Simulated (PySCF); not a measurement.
## Relaxation of singlet Pt(OH)2

Method: PBE0/[Pt def2-SVP with ECP60, O def2-SVP, H def2-SVP], scalar-relativistic core potentials, density fitting, no spin–orbit coupling, PySCF. A (50,194) grid was used.

A hand-made bent (heavy-atom frame) start, with no symmetry imposed:

```xyz
5
charge 0 multiplicity 1, angstrom
Pt    0.0000    0.0000   -0.1616
O     1.5236    0.0000    0.9053
O    -1.5236    0.0000    0.9053
H     2.0291   -0.7354    1.2592
H    -2.0291    0.7354    1.2592
```

Optimiser trace:
```csv
step,E − E(last) (kJ/mol),largest gradient (Eh/bohr)
0,90.86,0.03354
1,33.93,0.03018
2,10.57,0.02062
3,4.28,0.00762
4,2.07,0.00458
5,0.82,0.00398
6,0.38,0.00438
7,0.11,0.00210
8,0.03,0.00073
9,0.03,0.00116
10,0.03,0.00132
11,0.00,0.00019
12,0.00,0.00004
```

It ends at C2 with O–H 0.972 Å (×2), Pt–O 1.844 Å (×2); H–O–Pt 110.9° (×2), O–Pt–O 147.6° (after a last refinement on a finer grid). A frequency run shows a minimum. Other isomers or separated fragments may lie lower.

Final geometry:
Coordinates in bohr (charge 0 multiplicity 1):
```
Pt    0.0000    0.0000   -0.1486
O     3.3441    0.1344    0.8233
O    -3.3441   -0.1344    0.8233
H     3.9585   -1.5329    1.2874
H    -3.9586    1.5328    1.2875
```

At this level a triplet minimum of C2 symmetry lies 22 kJ/mol below this structure. With an element this heavy the missing spin–orbit coupling can shift these numbers.

The relaxation took roughly 90 core-seconds on a shared host.
